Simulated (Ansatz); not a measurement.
`CN([SiH3])[AsH2]` + `NC([SiH3])[SiH2]Cl` → `NC([SiH3])[AsH2]` + `CN([SiH3])[SiH2]Cl`  (redistribution)

Program: Ansatz. Geometries: PBE0-D4/def2-TZVP. ΔE: electronic, gas phase. CCSD(T)/CBS adds triple-zeta CCSD(T) − MP2 to the extrapolated MP2 energy (def2 sets, frozen cores). Functionals use def2-TZVPP. B3LYP here is the variant with VWN-RPA as its local correlation; programs differ in this. For As outer-core shells are correlated without core-valence functions, which leaves a few kJ/mol of doubt a bond. Scalar relativity is left out up to krypton. Each species was taken in one conformer, which may not be the lowest.

`CN([SiH3])[AsH2]`:

Z-matrix (Å, degrees):
```
C
N 1 1.455
H 1 1.094 2 110.6
H 1 1.094 2 109.7 3 118.4
H 1 1.098 2 113.5 3 -121.2
Si 2 1.724 1 120.0 3 -158.7
As 2 1.854 1 114.5 3 45.0
H 6 1.494 2 113.6 1 -80.5
H 6 1.485 2 108.7 1 159.5
H 6 1.489 2 108.1 1 39.3
H 7 1.525 2 95.9 1 -162.0
H 7 1.538 2 99.9 1 105.8
```

`NC([SiH3])[SiH2]Cl`:

```xyz
13

N    -0.637    0.612    1.430
C     0.262    0.434    0.283
Si    1.017   -1.299    0.181
Si   -0.609    0.994   -1.272
Cl   -2.313   -0.147   -1.511
H    -1.474    0.052    1.318
H    -0.196    0.320    2.294
H     1.093    1.150    0.373
H     1.997   -1.428   -0.934
H    -0.063   -2.306    0.011
H     1.712   -1.570    1.471
H     0.252    0.780   -2.461
H    -1.041    2.408   -1.183
```

`NC([SiH3])[AsH2]`:

```xyz
12

N    -0.072    1.676    0.315
C    -0.036    0.424   -0.427
Si   -0.904   -0.941    0.528
As    1.881   -0.023   -0.733
H    -1.021    1.949    0.535
H     0.353    2.433   -0.207
H    -0.469    0.475   -1.439
H    -0.203   -1.202    1.811
H    -2.309   -0.534    0.831
H    -0.937   -2.178   -0.294
H     1.610   -1.313   -1.498
H     2.107   -0.765    0.578
```

`CN([SiH3])[SiH2]Cl`:

Cartesian coordinates in Å:
```
C -0.397 -1.050 1.016
N -0.118 0.048 0.089
Si -0.917 -0.022 -1.447
Si 1.152 1.123 0.473
Cl 3.020 0.269 0.238
H -1.469 -1.268 1.043
H -0.094 -0.783 2.032
H 0.131 -1.968 0.738
H -2.390 -0.041 -1.232
H -0.521 1.172 -2.231
H -0.557 -1.258 -2.195
H 1.089 2.290 -0.430
H 1.070 1.488 1.906
```

(1) Is it downhill or uphill in electronic energy at CCSD(T)/CBS, and by how much? (Best estimate.)

(2) What do these levels give: PBE0-D4, B3LYP-D4, ωB97M-V, B2PLYP, r2SCAN, PBE0, SCS-MP2/def2-TZVPP, CCSD/def2-TZVPP, CCSD(T)/def2-TZVPP, HF/def2-QZVPP, SCS-MP2/def2-QZVPP, CCSD/CBS(def2)? (An estimate is asked.)

Largest T1 diagnostic among the species: 0.011.

## Answers

(1) Computed: Downhill: ΔE = -0.82 eV.

(2) Ansatz gave: PBE0-D4 -0.75, B3LYP-D4 -0.76, ωB97M-V -0.77, B2PLYP -0.79, r2SCAN -0.77, PBE0 -0.76, SCS-MP2/def2-TZVPP -0.82, CCSD/def2-TZVPP -0.82, CCSD(T)/def2-TZVPP -0.81, HF/def2-QZVPP -0.84, SCS-MP2/def2-QZVPP -0.83, CCSD/CBS(def2) -0.83 eV.

From PBE to PBE0 (25 % exact exchange), in def2-TZVPP and without D4, ΔE moves by −0.04 eV.
